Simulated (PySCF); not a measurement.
Property card for `CC(=O)OC(=O)CCCl`

Species: C5H7ClO3.
Cartesian coordinates in Å at the GFN2-xTB level; atoms count from 1:
```xyz
16
C5H7ClO3 angstrom
C      3.0256   -0.4992    0.6382
C      2.0176   -0.4621   -0.4717
O      2.2142   -0.6713   -1.6236
O      0.7846   -0.1356    0.0689
C     -0.3599   -0.0167   -0.6730
O     -0.4419   -0.1771   -1.8485
C     -1.4976    0.3519    0.2540
C     -2.7958    0.4973   -0.5222
Cl    -4.1244    0.9253    0.5847
H      2.7199   -1.2345    1.3787
H      4.0019   -0.7544    0.2382
H      3.0624    0.4727    1.1247
H     -1.5858   -0.4230    1.0189
H     -1.2415    1.2839    0.7631
H     -3.0658   -0.4369   -1.0134
H     -2.7211    1.2887   -1.2670
```

Among its groups: anhydride and C–Cl bond.

GFN2-xTB geometry:

| Quantity | Value |
| --- | --- |
| Point group of the GFN2-xTB geometry | Cs |
| Rotational constants A, B, C of the GFN2-xTB geometry | 4.477, 0.493, 0.448 GHz |

From PBE0/pcSseg-1 ground state and GIAO shieldings, non-relativistic (PySCF):

| Quantity | Value |
| --- | --- |
| Dipole moment | 3.52 D |
| HOMO energy | -7.99 eV |
| LUMO energy | -1.02 eV |
| HOMO–LUMO gap | 6.97 eV |
| Lowest Hirshfeld atomic charge | -0.23 e on O3 |
| Highest Hirshfeld atomic charge | +0.23 e on C2/C5 |
| 13C chemical shifts (computed TMS as zero) by class | 171.4 (C5), 169.5 (C2), 44.4 (C8), 42.5 (C7), 24.2 (C1) ppm |
| 1H chemical shifts (computed TMS as zero) by class | 3.75 (H15/H16), 2.69 (H13/H14), 2.12 (H10/H11/H12) ppm |
| Isotropic shieldings of nuclei other than C and H, by class | -166 (O3), -148 (O6), 28 (O4), 878 (Cl9) ppm |
| Mayer bond orders between heavy atoms | C1–C2 1.02, C2–O3 2.09, C2–O4 0.92, O4–C5 0.96, C5–O6 2.05, C5–C7 0.98, C7–C8 1.01, C8–Cl9 0.99 |

Monoisotopic mass (most abundant isotopes): 150.0084 u.

The dipole equals about 11.8 × 10⁻³⁰ C·m (1 D = 3.33564 × 10⁻³⁰ C·m). With B = h/(8π²I), that is 505.379 GHz u Å² over I, the principal moments of inertia are 112.9, 1024.4 and 1127.9 u Å² (most abundant isotopes). The rotational constants make it an asymmetric top with κ = (2B − A − C)/(A − C) = -0.98, nearer the prolate limit (−1). A dipole of 3.52 D is allowed in Cs, and pure rotational transitions are dipole-allowed.

The structure is a single GFN2-xTB conformer in the gas phase; no vibrational or solvent corrections. NMR classes are plain means over equivalent atoms (diastereotopic ones count apart unless rotation or inversion swaps them), as if these changed places fast; in this geometry the members of some classes differ.
